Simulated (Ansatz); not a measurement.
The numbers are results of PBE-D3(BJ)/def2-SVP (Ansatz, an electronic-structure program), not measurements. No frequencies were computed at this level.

Ansatz 0.2 input:
```yaml
crystal:
  periodic: [false, false, false]
  atoms:
    - { symbol: C, position_ang: [-1.474641, 1.129445, 0.117281] }
    - { symbol: C, position_ang: [-0.181209, 0.723633, 0.074808] }
    - { symbol: C, position_ang: [1.047238, 1.445515, 0.148818] }
    - { symbol: C, position_ang: [2.215767, 0.767934, 0.078334] }
    - { symbol: C, position_ang: [2.252215, -0.654453, -0.06857] }
    - { symbol: C, position_ang: [1.119909, -1.390472, -0.144082] }
    - { symbol: C, position_ang: [-0.143912, -0.73189, -0.075518] }
    - { symbol: C, position_ang: [-1.414878, -1.202836, -0.123596] }
    - { symbol: C, position_ang: [-2.362468, -0.060004, -0.005163] }
    - { symbol: H, position_ang: [-1.841579, 2.133734, 0.221153] }
    - { symbol: H, position_ang: [1.021165, 2.52005, 0.259795] }
    - { symbol: H, position_ang: [3.157848, 1.294983, 0.132349] }
    - { symbol: H, position_ang: [3.220064, -1.132992, -0.118411] }
    - { symbol: H, position_ang: [1.148903, -2.464933, -0.255053] }
    - { symbol: H, position_ang: [-1.729903, -2.224445, -0.228958] }
    - { symbol: H, position_ang: [-3.016878, -0.166534, 0.863943] }
    - { symbol: H, position_ang: [-3.01764, 0.013264, -0.87713] }
basis:
  gaussian: { orbitals: def2-svp }
hamiltonian:
  xc: pbe
  dispersion: d3bj
relax:
  max_steps: 150
```

Output:

```
Functional definition: PBE
1886 factors; their error is unknown
mean field evaluation 1: about -9428.6608 eV, gradient 7.0e1 eV
mean field evaluation 2: about -9415.5369 eV, gradient 1.0e2 eV
mean field evaluation 4: about -9442.8346 eV, gradient 1.1e1 eV
mean field evaluation 8: about -9443.1147 eV, gradient 7.8e-2 eV
mean field evaluation 16: about -9443.0008 eV, gradient 1.6e-3 eV
mean field -9443.00082712 eV, -347.0238797006 hartree, gradient 1.5e-5 eV, S^2 0.000000; 0 other end points of the search recorded, 0 dependent functions left out
reference -9443.00086389 eV, -347.0238810523 hartree; 31, 31 occupied and 135, 135 virtual orbitals, 1886 factors
relax step   1: F+E_penalty+E_count = -9443.50744035 eV  Δ(F+E_penalty+E_count) = +0.000e0 eV  max|allowed force component| = 8.670e-1 eV/Å  Δτ_max = 0.0000 Å  (34 SCF iters, accepted)
these checks for a lower state are left out or cut short: starts, cluster_reference, orbital_swaps, neighbouring_geometries, increment
1886 factors; their error is unknown
mean field -9443.14868780 eV, -347.0293134807 hartree, gradient 9.1e-6 eV, S^2 0.000000; 0 other end points of the search recorded, 0 dependent functions left out
reference -9443.14872510 eV, -347.0293148512 hartree; 31, 31 occupied and 135, 135 virtual orbitals, 1886 factors
relax step   2: F+E_penalty+E_count = -9443.65238411 eV  Δ(F+E_penalty+E_count) = -1.449e-1 eV  max|allowed force component| = 2.648e-1 eV/Å  Δτ_max = 0.0375 Å  (37 SCF iters, accepted)
these checks for a lower state are left out or cut short: starts, cluster_reference, orbital_swaps, neighbouring_geometries, increment
1886 factors; their error is unknown
mean field evaluation 32: about -9443.1622 eV, gradient 4.1e-4 eV
mean field -9443.16218803 eV, -347.0298096048 hartree, gradient 9.4e-6 eV, S^2 0.000000; 0 other end points of the search recorded, 0 dependent functions left out
reference -9443.16222549 eV, -347.0298109815 hartree; 31, 31 occupied and 135, 135 virtual orbitals, 1886 factors
relax step   3: F+E_penalty+E_count = -9443.66455795 eV  Δ(F+E_penalty+E_count) = -1.217e-2 eV  max|allowed force component| = 5.465e-2 eV/Å  Δτ_max = 0.0163 Å  (37 SCF iters, accepted)
these checks for a lower state are left out or cut short: starts, cluster_reference, orbital_swaps, neighbouring_geometries, increment
1886 factors; their error is unknown
mean field -9443.16113804 eV, -347.0297710185 hartree, gradient 9.0e-6 eV, S^2 0.000000; 0 other end points of the search recorded, 0 dependent functions left out
reference -9443.16117550 eV, -347.0297723951 hartree; 31, 31 occupied and 135, 135 virtual orbitals, 1886 factors
relax step   4: F+E_penalty+E_count = -9443.66357180 eV  Δ(F+E_penalty+E_count) = +9.861e-4 eV  max|allowed force component| = 1.859e-1 eV/Å  Δτ_max = 0.0034 Å  (37 SCF iters, rejected (line search))
these checks for a lower state are left out or cut short: starts, cluster_reference, orbital_swaps, neighbouring_geometries, increment
1886 factors; their error is unknown
mean field -9443.16238681 eV, -347.0298169099 hartree, gradient 7.9e-6 eV, S^2 0.000000; 0 other end points of the search recorded, 0 dependent functions left out
reference -9443.16242427 eV, -347.0298182865 hartree; 31, 31 occupied and 135, 135 virtual orbitals, 1886 factors
relax step   5: F+E_penalty+E_count = -9443.66472514 eV  Δ(F+E_penalty+E_count) = -1.672e-4 eV  max|allowed force component| = 1.151e-2 eV/Å  Δτ_max = 0.0017 Å  (37 SCF iters, accepted)
these checks for a lower state are left out or cut short: starts, cluster_reference, orbital_swaps, neighbouring_geometries, increment
1886 factors; their error is unknown
mean field -9443.16241172 eV, -347.0298178252 hartree, gradient 8.1e-6 eV, S^2 0.000000; 0 other end points of the search recorded, 0 dependent functions left out
reference -9443.16244917 eV, -347.0298192015 hartree; 31, 31 occupied and 135, 135 virtual orbitals, 1886 factors
relax step   6: F+E_penalty+E_count = -9443.66475681 eV  Δ(F+E_penalty+E_count) = -3.167e-5 eV  max|allowed force component| = 3.546e-3 eV/Å  Δτ_max = 0.0017 Å  (38 SCF iters, accepted)
1886 factors; their error is unknown
mean field evaluation 64: about -9443.1624 eV, gradient 4.1e-4 eV
mean field -9443.16241172 eV, -347.0298178252 hartree, gradient 8.1e-6 eV, S^2 0.000000; 1 other end points of the search recorded, 0 dependent functions left out
reference -9443.16244917 eV, -347.0298192015 hartree; 31, 31 occupied and 135, 135 virtual orbitals, 1886 factors
Total energy: -9443.66479426 eV, -347.0482800430 hartree
Atom 0 at    -1.498709     1.146855     0.119090 Å, force    -0.003472    -0.001543    -0.000158 eV/Å
Atom 1 at    -0.184442     0.734840     0.075967 Å, force    -0.000397     0.000336     0.000035 eV/Å
Atom 2 at     1.056197     1.465893     0.150919 Å, force     0.001945    -0.000915    -0.000095 eV/Å
Atom 3 at     2.243643     0.778311     0.079393 Å, force    -0.000938    -0.001426    -0.000147 eV/Å
Atom 4 at     2.280586    -0.663401    -0.069507 Å, force    -0.001010     0.001376     0.000143 eV/Å
Atom 5 at     1.129900    -1.410369    -0.146141 Å, force     0.001895     0.001013     0.000104 eV/Å
Atom 6 at    -0.146566    -0.743247    -0.076689 Å, force    -0.000379    -0.000356    -0.000037 eV/Å
Atom 7 at    -1.438023    -1.221445    -0.125507 Å, force    -0.003546     0.001364     0.000142 eV/Å
Atom 8 at    -2.377572    -0.060388    -0.005196 Å, force     0.003448     0.000088     0.000008 eV/Å
Atom 9 at    -1.862377     2.177200     0.225650 Å, force    -0.000492     0.000771     0.000080 eV/Å
Atom 10 at     1.040458     2.560828     0.263998 Å, force     0.000345    -0.000014    -0.000002 eV/Å
Atom 11 at     3.198140     1.324128     0.135340 Å, force     0.000315     0.000180     0.000018 eV/Å
Atom 12 at     3.261796    -1.160053    -0.121225 Å, force     0.000324    -0.000164    -0.000017 eV/Å
Atom 13 at     1.170259    -2.504678    -0.259166 Å, force     0.000344     0.000032     0.000003 eV/Å
Atom 14 at    -1.748448    -2.268910    -0.233543 Å, force    -0.000452    -0.000795    -0.000082 eV/Å
Atom 15 at    -3.062036    -0.168347     0.870294 Å, force     0.001036    -0.000097     0.001193 eV/Å
Atom 16 at    -3.062803     0.012783    -0.883678 Å, force     0.001035     0.000149    -0.001189 eV/Å
Dipole moment:    -0.153818    -0.003907    -0.000336 e Å
```

Cost: around 50 core-seconds (rough).
